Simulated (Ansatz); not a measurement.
The lowest singlet and triplet of F2Ge (SMILES [F][Ge][F]); geometries from B3LYP-D3(BJ)/def2-TZVP, each state relaxed from the structure named, with no frequency check.
Singlet at the triplet's geometry (charge 0, multiplicity 1):
| atom | x (Å) | y (Å) | z (Å) |
|---|---|---|---|
| F | -1.4744 | -0.6105 | 0.0000 |
| Ge | -0.0003 | 0.3428 | 0.0000 |
| F | 1.4753 | -0.6083 | 0.0000 |

A positive gap puts the triplet lower; no zero-point energy. R- takes a restricted singlet. The triplet is unrestricted in single-reference levels. Active spaces average the two states.

Cores are frozen in the correlated methods. Filled d and f shells under p-block atoms count as core.

Programs: Ansatz (Gaussian orbitals). Each number belongs to the level named beside it.

Q: What is the computed gap E(singlet) − E(triplet), vertical, at the triplet's geometry (R-MP2/cc-pVDZ)?

A: -3.10 eV

Q: What is the computed gap E(singlet) − E(triplet), vertical, at the triplet's geometry (R-MP2/cc-pVQZ)?

A: -3.19 eV

Q: Predict the gap E(singlet) − E(triplet), vertical, at the triplet's geometry from FIC-MRCISD+Q on SA-CASSCF(2,2)/cc-pVQZ.

A: -3.25 eV

Ansatz is an electronic-structure program.
